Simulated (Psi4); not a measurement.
Interaction energy of N2 ··· C2H6O (SMILES N#N and COC). Monomers: optimised at B3LYP-D3(BJ) (def2-TZVP), held rigid. Orientation: a random orientation, not optimised. The monomers approach along the line of their centres of mass (distance R); nothing else relaxes.

Geometry at R = 3.87 Å (first 2 atoms: monomer A):
```
11

N      0.5455     0.0000     0.0000
N     -0.5455     0.0000     0.0000
C      3.1317    -0.0688     3.4555
O      2.1179    -0.8728     2.8973
C      2.5791    -1.6477     1.8143
H      3.9605    -0.6777     3.8411
H      3.5357     0.6378     2.7181
H      2.6894     0.4907     4.2783
H      3.3813    -2.3316     2.1226
H      1.7362    -2.2314     1.4475
H      2.9579    -1.0151     1.0003
```

Computed with SAPT0/jun-cc-pVDZ, frozen core run with Psi4 1.11.

Components in kJ/mol:

```
R / Å  electrostatics  exchange  induction  dispersion  total
-----  --------------  --------  ---------  ----------  -----
3.27           -17.75     53.73      -4.50      -14.02  17.47
3.50            -8.67     25.41      -2.10       -9.14   5.49
3.69            -4.89     13.52      -1.13       -6.50   1.00
3.87            -2.91      7.36      -0.63       -4.75  -0.93
4.09            -1.62      3.46      -0.31       -3.28  -1.76
4.27            -1.06      1.84      -0.18       -2.45  -1.85
4.60            -0.57      0.57      -0.07       -1.48  -1.55
4.91            -0.37      0.19      -0.03       -0.96  -1.17
5.36            -0.23      0.04      -0.01       -0.54  -0.75
6.04            -0.14      0.00      -0.01       -0.25  -0.39
7.09            -0.07      0.00       0.00       -0.09  -0.16
8.37            -0.04      0.00       0.00       -0.03  -0.07
```
